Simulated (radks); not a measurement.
Coulomb parameter of the 5d shell of neutral osmium in the model configuration [Xe] 4f14 5d7 6s1, as a second difference U = [E(n + 0.5) + E(n - 0.5) - 2 E(n)] / (0.5)^2 with all orbitals relaxed. "Bare": the charge of the atom changes with n. "Screened": the 6s shell takes up the change at fixed total charge, which measures U(5d,5d) + U(6s,6s) - 2 U(5d,6s). Calculated with a radial shooting solver on a logarithmic mesh with Libxc functionals: scalar-relativistic Kohn-Sham, PBE, spin-unpolarised, spherical densities, finite nucleus; Fermi nuclear charge, rms radius 5.4126 fm.

case                   configuration  E - E(n) (eV)
start              [Xe] 4f14 5d7 6s1          0.000
bare +0.5        [Xe] 4f14 5d7.5 6s1         -1.360
bare -0.5        [Xe] 4f14 5d6.5 6s1          3.450
screened +0.5  [Xe] 4f14 5d7.5 6s0.5          0.450
screened -0.5  [Xe] 4f14 5d6.5 6s1.5         -0.260

U(bare) = 8.358 eV, U(screened by 6s) = 0.760 eV, against the Slater integral F0(5d,5d) = 13.154 eV with frozen orbitals. The step up makes a negative ion, whose loosely bound charge lowers the bare value.
